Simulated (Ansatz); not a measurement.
Consider the substitution at a C–C bond: `FC(F)C(Cl)I` + HCl → `FC(F)Cl` + `ClCI`.

Calculated with Ansatz (gas phase, PBE0-D4/def2-TZVP geometries, no zero-point term in ΔE). CCSD(T)/CBS adds triple-zeta CCSD(T) − MP2 to the extrapolated MP2 energy (def2 sets, frozen cores). This one scheme is used for every species. Functionals use def2-TZVPP. B3LYP here is the variant with VWN-RPA as its local correlation; programs differ in this. HSE06 is defined as in plane-wave codes. Elements past krypton have def2 core potentials. For I outer-core shells are correlated without core-valence functions, which leaves a few kJ/mol of doubt a bond. One conformer a species, not always the lowest.

```tsv
level	ΔE (kJ/mol)	difference from CCSD(T)/CBS
LDA (SPW92)	24.7	-5.9
PBE-D4	16.1	-14.5
revPBE-D4	16.5	-14.1
BLYP-D4	16.8	-13.8
r2SCAN-D4	20.3	-10.3
B97M-V	24.3	-6.3
PBE0-D4	20.7	-9.9
B3LYP-D4	20.5	-10.1
r2SCANh-D4	21.4	-9.2
r2SCAN0-D4	22.9	-7.7
HSE06-D4	20.2	-10.4
BHLYP-D4	25.4	-5.2
ωB97X-V	24.4	-6.2
ωB97M-V	25.3	-5.3
PBE-QIDH	25.4	-5.2
PBE	10.8	-19.8
revPBE	4.7	-25.9
BLYP	6.1	-24.5
PBE0	16.0	-14.6
B3LYP	12.1	-18.5
r2SCANh	19.8	-10.8
HSE06	15.7	-14.9
BHLYP	18.5	-12.1
CAM-B3LYP	19.1	-11.5
LC-ωPBE	21.6	-9.0
RPA@PBE/def2-TZVPP	32.0	1.4
HF/def2-SVP	27.8	-2.8
MP2/def2-SVP	39.9	9.3
CCSD/def2-SVP	38.8	8.2
CCSD(T)/def2-SVP	39.5	8.9
HF/def2-TZVPP	17.8	-12.8
MP2/def2-TZVPP	32.7	2.1
SCS-MP2/def2-TZVPP	29.5	-1.1
CCSD/def2-TZVPP	30.8	0.2
CCSD(T)/def2-TZVPP	31.3	0.7
MP2/def2-QZVPP	32.1	1.5
SCS-MP2/def2-QZVPP	28.9	-1.7
HF/CBS(def2)	17.3	-13.3
MP2/CBS(def2)	32.0	1.4
CCSD/CBS(def2)	30.1	-0.5
CCSD(T)/CBS	30.6	0
```

Largest T1 diagnostic among the species: 0.011.

At CCSD(T), def2-SVP lies +8.9 kJ/mol from the extrapolated value and def2-TZVPP +0.7 kJ/mol. From PBE to PBE0 (25 % exact exchange), in def2-TZVPP and without D4, ΔE moves by +5.1 kJ/mol.
